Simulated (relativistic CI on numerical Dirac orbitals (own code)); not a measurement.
# How well does a small relativistic CI reproduce Ag VII?

Calculated at this level of theory: Dirac-Coulomb-Breit CI, orbitals from a KLI potential per configuration, a model potential for QED, unscaled Slater integrals (own radial code, finite nucleus).

Configurations in the expansion (outside the closed core [Ar] 3d10): 4s2 4p6 4d5, 4s2 4p6 4d4 5s, 4s2 4p6 4d4 4f, 4s2 4p5 4d6, 4s2 4p6 4d4 5p, 4s2 4p6 4d4 6s, 4s 4p6 4d6, 4s2 4p6 4d4 6p, 4s2 4p6 4d4 5f, 4s2 4p6 4d3 5s 5p, 4s2 4p6 4d3 5s2, 4s2 4p6 4d2 4f 5s2, 4s2 4p6 4d2 5s2 5p, 4s2 4p6 4d2 5s2 6s, 4p6 4d7, 4p5 4d8. Double excitations out of closed p, d and f shells are left out; levels of such configurations are missing from the list, as are those of other unlisted configurations, and high levels can miss mixing partners.

```
 Configuration  Term (tabulated)     J  Measured (cm⁻¹)  Computed  Error  Purity (%)
   4s2 4p6 4d5                6S   5/2              0.0         0      0          98
   4s2 4p6 4d5                4G   5/2          29390.0     34144   4754          87
   4s2 4p6 4d5                4G   7/2          30378.0     34946   4568          95
   4s2 4p6 4d5                4G  11/2          30662.0     35178   4516          97
   4s2 4p6 4d5                4G   9/2          30907.0     35386   4479          98
   4s2 4p6 4d5                4P   3/2          32994.0     38161   5167          62
   4s2 4p6 4d5                4P   1/2          34605.0     39581   4976          77
   4s2 4p6 4d5                4D   7/2          36485.0     42282   5797          94
   4s2 4p6 4d5                4D   1/2          38685.0     44057   5372          78
   4s2 4p6 4d5                4D   5/2          39299.0     44758   5459          62
   4s2 4p6 4d5                4D   3/2          39788.0     45028   5240          62
   4s2 4p6 4d5                2I  11/2          44011.0     50332   6321          90
   4s2 4p6 4d5                2I  13/2          45546.0     51690   6144         100
   4s2 4p6 4d5                4F   9/2          49104.0     57110   8006          61
   4s2 4p6 4d5                4F   5/2          51049.0     58687   7638          80
   4s2 4p6 4d5                4F   3/2          53796.0     61100   7304          65
   4s2 4p6 4d5                2H   9/2          53797.0     61517   7720          57
   4s2 4p6 4d5                2G   7/2          55773.0     63776   8003          85
   4s2 4p6 4d5                2H  11/2          57962.0     65114   7152          89
   4s2 4p6 4d5                2G   7/2          79705.0     92128  12423          98
4s2 4p6 4d4 5p               6P°   5/2         333327.0    335196   1869          71
4s2 4p6 4d4 5p               6P°   7/2         334906.0    336519   1613          89
4s2 4p6 4d4 5p               6P°   3/2         336333.0    338047   1714          62
4s2 4p6 4d4 5p               6D°   5/2         339172.0    341370   2198          55
4s2 4p6 4d4 5p               6D°   1/2         341227.0    343758   2531          65
4s2 4p6 4d4 5p               6D°   7/2         341458.0    343987   2529          70
4s2 4p6 4d4 5p               4F°   7/2         346061.0    349266   3205          70
4s2 4p6 4d4 5p               4D°   1/2         352270.0    357233   4963          96
4s2 4p6 4d4 5p               4D°   5/2         354235.0    358889   4654          74
4s2 4p6 4d4 5p               4D°   7/2         354869.0    359653   4784          83
```

Measured levels from measured levels as listed in Gamrath, thesis, University of Mons (2023); pairs were made by configuration, J and term (by order where the table uses no LS term), so strongly mixed levels may be paired wrongly.

Mean error by configuration (cm⁻¹): 4s2 4p6 4d5 6371; 4s2 4p6 4d4 5p 3006. Over the excited levels the mean absolute error is 5210 cm⁻¹ (29 of the 69 excited levels that our extract of the source holds in range could be paired, and the others can miss by more), and the median relative error of those above 1,000 cm⁻¹ is 14 %. Some levels of the ground configuration have no partner.
